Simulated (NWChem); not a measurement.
ZnF cation; SMILES [F][Zn+]

Results from NWChem. Pople sets run with spherical d functions. Coordinates come from a PBE0/def2-SVP optimisation. Level PBE/6-31G*: energy and gradient on several grids; changes count from the extra-fine grid, which is no exact limit either.

Which is the coarsest grid (medium; fine; xcoarse; coarse; xfine) from which on the energy stays within 50 μHa and each gradient component within 100 μHa/bohr of xfine?

medium.
```csv
grid,size of the energy change (μHa),largest change of a gradient component (μHa/bohr)
xcoarse,1000,5000
coarse,40,900
medium,< 10,< 30
fine,< 10,< 30
xfine,< 10,< 30
```
